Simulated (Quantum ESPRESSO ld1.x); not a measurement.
Isoelectronic series with 13 electrons, all held in the configuration [Ne] 3s2 3p1, which need not be the ground one along the series. Method: scalar-relativistic Kohn-Sham, LDA (Slater exchange, Perdew-Zunger correlation), spin-polarised, spherical densities, point nucleus; open shells are filled with parallel spins first; computed with ld1.x of Quantum ESPRESSO 7.5. Total energies (hartree) and mean radii <r> (bohr) (* marks an orbital that is empty in some or all of the ions):

| ion | E (hartree) | 3p down* | 3p up | 3s down | 3s up |
|---|---|---|---|---|---|
| Al | -241.7688 | 3.500 | 3.396 | 2.538 | 2.532 |
| S3+ | -395.3291 | 1.665 | 1.653 | 1.522 | 1.517 |
| K6+ | -588.6271 | 1.154 | 1.150 | 1.113 | 1.110 |
| Ti9+ | -821.8246 | 0.8919 | 0.8895 | 0.8819 | 0.8801 |
| Mn12+ | -1095.2086 | 0.7290 | 0.7275 | 0.7318 | 0.7306 |
| Ni15+ | -1409.1404 | 0.6172 | 0.6162 | 0.6257 | 0.6247 |
| Ga18+ | -1764.0475 | 0.5353 | 0.5346 | 0.5463 | 0.5456 |
| Se21+ | -2160.4219 | 0.4726 | 0.4721 | 0.4846 | 0.4841 |
| Rb24+ | -2598.8228 | 0.4230 | 0.4226 | 0.4352 | 0.4348 |
| Zr27+ | -3079.8794 | 0.3827 | 0.3824 | 0.3947 | 0.3943 |
| Tc30+ | -3604.2954 | 0.3494 | 0.3491 | 0.3608 | 0.3605 |
| Pd33+ | -4172.8545 | 0.3212 | 0.3210 | 0.3320 | 0.3317 |
| In36+ | -4786.4268 | 0.2972 | 0.2970 | 0.3072 | 0.3070 |
| Te39+ | -5445.9761 | 0.2764 | 0.2762 | 0.2856 | 0.2855 |
| Cs42+ | -6152.569 | 0.2582 | 0.2580 | 0.2667 | 0.2665 |
